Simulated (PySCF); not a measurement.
Energy of Nd²⁺ (neodymium, charge +2) between two integer charges

The 4f alpha orbital of [Xe] 4f4 is emptied in steps (occupation f), with all orbitals relaxed, ending at [Xe] 4f3. Calculation: PySCF 2.14, in def2-SVP with the def2 core potential (28 electrons); scalar relativity through the core potential. The exact energy is a straight line in f; departures are measured from the line between the end points of the same method.

```tsv
f	PBE0 (eV)	r2SCAN (eV)	LC-wPBE (eV)
1	0.000	0.000	0.000
0.75	-0.925	-1.364	-0.468
0.5	-1.241	-1.827	-0.635
0.25	-0.935	-1.374	-0.484
0	0.000	0.000	0.000
```

```csv
method,E(f=0) − E(f=1) (eV),−ε at f=1 (eV),−ε at f=0.5 (eV)
PBE0,22.899,18.000,22.870
r2SCAN,22.723,15.494,22.694
LC-wPBE,23.152,20.706,23.108
```

Orbital energy along the path (eV):

```json
{"f": "1", "PBE0": "-18.000", "r2SCAN": "-15.494", "LC-wPBE": "-20.706"}
{"f": "0.75", "PBE0": "-20.408", "r2SCAN": "-19.057", "LC-wPBE": "-21.870"}
{"f": "0.5", "PBE0": "-22.870", "r2SCAN": "-22.694", "LC-wPBE": "-23.108"}
{"f": "0.25", "PBE0": "-25.376", "r2SCAN": "-26.380", "LC-wPBE": "-24.412"}
{"f": "0", "PBE0": "-27.907", "r2SCAN": "-30.045", "LC-wPBE": "-25.773"}
```

Reference removal energy between the ground levels: 22.09 ± 0.04 eV (semi-empirical (NIST evaluation); NIST Atomic Spectra Database, ionization energies). The calculation has no spin-orbit coupling. The determinant left behind need not be the lowest term of the ion.
